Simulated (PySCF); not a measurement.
# Static response to an electric field

SiHMe2(NHtBu), C6H17NSi.
Structure used (PBE0-D3(BJ)/def2-SVP), in Å, numbered top down from 1:
```
atom  x, y, z in Å
Si1    0.6425    1.4449    0.0096
H2     0.6090    1.7317    1.4881
C3     2.4288    1.0774   -0.4439
H4     3.0438    1.9833   -0.3199
H5     2.5007    0.7526   -1.4939
H6     2.8641    0.2888    0.1874
C7     0.0554    2.9654   -0.9235
H8    -0.9690    3.2498   -0.6372
H9     0.0718    2.7828   -2.0096
H10    0.7130    3.8241   -0.7178
N11   -0.4515    0.1653   -0.4417
C12   -0.7015   -1.1068    0.2298
C13   -1.7525   -0.9365    1.3347
C14   -1.2035   -2.1110   -0.8092
C15    0.6001   -1.6216    0.8423
H16   -1.2745    0.4879   -0.9422
H17   -1.9743   -1.8897    1.8407
H18   -1.4041   -0.2146    2.0893
H19   -2.6941   -0.5528    0.9120
H20   -2.1354   -1.7524   -1.2763
H21   -1.4140   -3.0911   -0.3537
H22   -0.4558   -2.2425   -1.6049
H23    0.9921   -0.9192    1.5958
H24    1.3667   -1.7681    0.0669
H25    0.4322   -2.5840    1.3480
```

Level: B3LYP/def2-SVPD (PySCF), static field, nuclei fixed, core orbitals frozen in the response. The polarisability tensor in these axes (au):

```
x   111.25   5.56  -1.51
y     5.56 118.49  -4.19
z    -1.51  -4.19 101.47
```

Question: Give the principal values, the mean and the anisotropy Δα = √{½[(α1 − α2)² + (α2 − α3)² + (α1 − α3)²]}.

Answer: Principal values 100.49, 108.30 and 122.43 au; mean 110.41 au = 16.36 Å³ = 18.20 × 10⁻⁴⁰ C²·m²/J; Δα = 19.27 au (17 % of the mean).

Question: What is the dipole moment, and where does it point?

Answer: (-0.48, -0.28, -0.28) D, 0.62 D in size, pointing from the negative to the positive side. Measured along this direction, the outermost atoms are H4 at the negative end and H20 at the positive end.

Question: Orientational against electronic polarisability at 298 K (dilute gas, rigid molecules)?

Answer: In Gaussian units μ²/3kT = 3.14 Å³ against 16.36 Å³, a ratio of 0.19; the Debye molar polarisation (4π/3)N_A(α + μ²/3kT) is 49.2 cm³/mol, leaving out the vibrational part.

Question: Give the principal axes and the span of the nuclei along them.

Answer: Largest value along (0.46, 0.86, -0.21), where the nuclei span 7.03 Å; middle along (0.89, -0.45, 0.08), 4.81 Å; least along (0.02, 0.22, 0.98), 4.03 Å. The response follows the extents in order.

Question: What molar refraction does this α imply?

Answer: Lorentz–Lorenz: R = (4π/3)N_A α = 2.5225 cm³/(mol·Å³) × 16.36 Å³ = 41.3 cm³/mol, in the limit of long wavelengths.

Question: Find the Langevin capture rate constant for NH4+ (18.034 u) meeting this molecule (131.113 u), k = 2.342 × 10⁻⁹ cm³/s × √(α in Å³ / reduced mass in u).

Answer: The reduced mass is 15.85 u, so k = 2.38 × 10⁻⁹ cm³/s. The formula leaves out the permanent dipole, which adds to the capture rate.

One conformer (not necessarily the lowest) at the PBE0-D3(BJ)/def2-SVP geometry, without solvent, vibrations or thermal averaging.

The run behind these numbers computed excited states as well. Hardware: Intel Xeon Platinum 8259CL at 2.50 GHz, 2 threads, on a shared host. Cost: 78 s wall, 2.9 min CPU (with the writing of density and orbital grids), 1.9 GiB resident at most.
